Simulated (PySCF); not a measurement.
Radial density of I²⁺ (iodine, charge +2)

UHF, [Kr] 4d10 5s1 5p3 5d1, high-spin 6D determinant (an excited configuration). All numbers are calculated (PySCF 2.14, a scalar-relativistic core potential, in aug-cc-pVDZ-PP with ECP28MDF (5s4p3d, 32 functions)). This is the valence pseudo-density: the core potential removes the inner electrons and smooths the orbitals near the nucleus.

| r (bohr) | 4πr²ρ (e/bohr) | 4πr²(ρα − ρβ) |
| --- | --- | --- |
| 0.00323 | 2.667e-05 | 0.0000 |
| 0.00544 | 7.273e-05 | 0.0000 |
| 0.00915 | 0.0001861 | 0.0000 |
| 0.0154 | 0.0004098 | 0.0000 |
| 0.0259 | 0.0007041 | 0.0001 |
| 0.0435 | 0.001069 | 0.0001 |
| 0.0732 | 0.002221 | 0.0002 |
| 0.123 | 0.01615 | 0.0007 |
| 0.207 | 0.1960 | 0.0069 |
| 0.349 | 3.157 | 0.1247 |
| 0.586 | 22.79 | 0.6524 |
| 0.986 | 18.09 | 0.0349 |
| 1.66 | 4.179 | 2.5850 |
| 2.79 | 1.531 | 1.5224 |
| 4.69 | 0.1282 | 0.1282 |
| 7.89 | 0.0002708 | 0.0003 |

Energies and moments cover only the electrons outside the core potential. The outer electron is Rydberg-like, and this basis confines it to a smaller radius and binds it less than a complete one would.
